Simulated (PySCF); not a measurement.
# Exercise with solution: oscillator strength and radiative lifetime

C4H10Te, SMILES C(C)([TeH])(C)C.

Geometry optimised at PBE-D3(BJ)/def2-SVP. The def2 effective core potentials stand for the cores of Te; spin–orbit coupling is left out.

TDA-LC-ωPBE/def2-SVPD (PySCF) puts the first singlet state with f over 0.02 at 6.53 eV (vertical), with the transition dipole (-0.157, -0.984, 0.000) in atomic units.

Q: Find the oscillator strength, the wavelength and the radiative lifetime that this transition would have in vacuum if emission retraced absorption.

A: 
|μ|² = 0.9929 au, so |μ| = 2.53 D. ΔE = 6.53/27.211 = 0.2400 hartree. f = (2/3) ΔE |μ|² = 0.159 (the program prints 0.159).
λ = 1239.84/6.53 = 190 nm; ν = 52668 cm⁻¹.
Einstein's coefficient A = 0.6670 ν² f s⁻¹ (ν in cm⁻¹) = 2.9e8 s⁻¹, so τ = 1/A = 3.4 ns. This state is S3; the lower singlets have f = 0.000, 0.012. The figure is the radiative limit of this one transition; relaxation, internal conversion, crossing to triplets and a medium change what is measured.
